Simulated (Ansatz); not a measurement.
`C#[C][GeH]([CH3])[F]` + `BF` → `CBF` + `C#[C][GeH2][F]`  (formal exchange of groups at a C–Ge bond)

Isolated molecules relaxed with PBE0-D4/def2-TZVP in Ansatz; ΔE leaves out vibrations. CCSD(T)/CBS adds triple-zeta CCSD(T) − MP2 to the extrapolated MP2 energy (def2 sets, frozen cores). This one scheme is used for every species. Functionals use def2-TZVPP. HSE06 is defined as in plane-wave codes. For Ge outer-core shells are correlated without core-valence functions, which leaves a few kJ/mol of doubt a bond. Scalar relativity is left out up to krypton.

```csv
level,ΔE (kJ/mol)
HSE06-D4,-18.0
CCSD(T)/def2-SVP,-19.6
```

Question: What does CCSD(T)/CBS give? (Best estimate.)

Answer: Computed: -10.7 kJ/mol. The listed levels differ from it by -7.3, -8.9 kJ/mol.

Question: What do rigid-rotor, harmonic-oscillator terms from PBE0-D4/def2-TZVP frequencies (298.15 K, 1 bar) make of the CCSD(T)/CBS value? (Best estimate.)

Answer: Ansatz gave: ΔZPE = -0.4 kJ/mol, ΔH = -12.6 kJ/mol, ΔS = 12 J/(mol·K), ΔG = -16.1 kJ/mol.

Largest T1 diagnostic among the species: 0.013.

Leaving LDA and LC-ωPBE aside and taking each functional with its dispersion term where it has one, the values, not all of them listed here, spread over 12.6 kJ/mol, from B97M-V to PBE-QIDH. LDA lies −6.1 kJ/mol from PBE without D4. At CCSD(T), def2-SVP lies −8.9 kJ/mol from the extrapolated value and def2-TZVPP +1.0 kJ/mol. In def2-TZVPP, CCSD(T) changes the Hartree–Fock value by +5.6 kJ/mol (the triples alone add +0.9 kJ/mol) and MP2 by +8.6 kJ/mol.
